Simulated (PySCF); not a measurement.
# Nuclear quadrupole coupling in `C[Si](C)(C)c1nnc[nH]1`

Compound: C5H11N3Si.
Geometry (GFN2-xTB, Å), atoms numbered from 1 in this order:
```xyz
20
C5H11N3Si angstrom
C     -1.329    1.177   -1.478
Si    -0.724   -0.010   -0.119
C     -0.681   -1.809   -0.766
C     -1.793    0.112    1.450
C      1.051    0.447    0.330
N      1.439    1.599    0.808
N      2.763    1.566    1.005
C      3.188    0.392    0.648
N      2.148   -0.364    0.209
H     -1.247    2.206   -1.144
H     -0.743    1.080   -2.387
H     -2.367    0.990   -1.734
H     -0.053   -1.909   -1.648
H     -0.313   -2.502   -0.014
H     -1.677   -2.138   -1.044
H     -2.838   -0.088    1.234
H     -1.725    1.108    1.877
H     -1.472   -0.593    2.211
H      4.204    0.057    0.690
H      2.165   -1.311   -0.129
```

Field gradients from the PBE0/pcSseg-1 density (PySCF, non-relativistic), principal values in atomic units, ordered |Vxx| ≤ |Vyy| ≤ |Vzz|:

```json
{"atom": "N6", "Vxx": "0.4502", "Vyy": "0.6525", "Vzz": "-1.1027"}
{"atom": "N7", "Vxx": "0.4626", "Vyy": "0.6394", "Vzz": "-1.1020"}
{"atom": "N9", "Vxx": "0.2246", "Vyy": "0.3224", "Vzz": "-0.5471"}
```

**Question.** Find the asymmetry η = (Vxx − Vyy)/Vzz and the couplings χ = eQV/h (234.96 MHz × Q in barn × V in au), with Q(14N) = 0.02044 b.

**Answer.** 
```csv
atom,environment,nucleus,η,χzz (MHz),χxx (MHz),χyy (MHz)
N6,pyridine-type nitrogen,14N,0.18,-5.30,2.16,3.13
N7,pyridine-type nitrogen,14N,0.16,-5.29,2.22,3.07
N9,pyrrole-type nitrogen,14N,0.18,-2.627,1.079,1.549
```

**Question.** What is Vzz at N6 in SI units (1 au = 9.71736 × 10²¹ V/m²)?

**Answer.** -1.1027 au = -10.716 × 10²¹ V/m².

Were the hydrogens deuterons (Q(2H) = 0.00286 b), χzz would run from 218 kHz (H17, H10, H14, H13 and 2 more) to 276 kHz (H20).

Geometry: GFN2-xTB; no solvent, vibrations or thermal averaging. GFN2-xTB bond lengths can be off by several hundredths of an ångström, more for odd bonds, and the gradients follow them. With a basis this small, the couplings can be 20 % off.
